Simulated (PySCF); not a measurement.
## Deuteron quadrupole couplings in `C=C1C=C[C@@H](CF)C1=C`

C8H9F.
Geometry (GFN2-xTB, Å), atoms numbered from 1 in this order:
```xyz
18
C8H9F angstrom
C      2.3113    0.6302   -1.0742
C      1.2228    0.0027   -0.6251
C      1.1488   -1.3969   -0.2250
C     -0.0752   -1.7127    0.1922
C     -1.0030   -0.5335    0.1365
C     -1.5445   -0.1944    1.5278
F     -2.5455    0.7413    1.4506
C     -0.1237    0.5622   -0.4351
C     -0.5297    1.7952   -0.7073
H      2.2996    1.6700   -1.3491
H      3.2502    0.1141   -1.1788
H      1.9950   -2.0592   -0.2808
H     -0.4060   -2.6750    0.5425
H     -1.8629   -0.7302   -0.5145
H     -0.7607    0.2283    2.1644
H     -1.9811   -1.0791    2.0040
H      0.1397    2.5358   -1.1089
H     -1.5441    2.1075   -0.5308
```

Level: PBE0/pcSseg-1 (PySCF, non-relativistic); Q(2H) = 0.00286 b; rigid geometry, the same for H and D, with no vibrational averaging.

Question: Rank these positions by the coupling χzz of a deuteron there, largest first.
A. H14 (methine hydrogen)
B. H16 (methylene hydrogen)
C. H12 (vinylic hydrogen)

Answer: C (226 kHz), A (198 kHz), B (193 kHz).

Q: Give the electric field gradient Vzz (the principal value of largest size), its asymmetry and the 2H coupling at each hydrogen.

A: 
| atom | bonded to | bond length (Å) | Vzz (au) | η | χzz (kHz) |
| --- | --- | --- | --- | --- | --- |
| H10 | C1 | 1.076 | 0.3403 | 0.06 | 229 |
| H11 | C1 | 1.077 | 0.3385 | 0.06 | 227 |
| H12 | C3 | 1.076 | 0.3365 | 0.04 | 226 |
| H13 | C4 | 1.076 | 0.3374 | 0.05 | 227 |
| H14 | C5 | 1.096 | 0.2947 | 0.00 | 198 |
| H15 | C6 | 1.095 | 0.2870 | 0.07 | 193 |
| H16 | C6 | 1.096 | 0.2877 | 0.08 | 193 |
| H17 | C9 | 1.076 | 0.3389 | 0.05 | 228 |
| H18 | C9 | 1.076 | 0.3347 | 0.05 | 225 |

Geometry: GFN2-xTB, one conformer, isolated molecule. GFN2-xTB bond lengths can be off by several hundredths of an ångström, more for odd bonds, and the gradients follow them. The small basis limits the accuracy of the gradients.
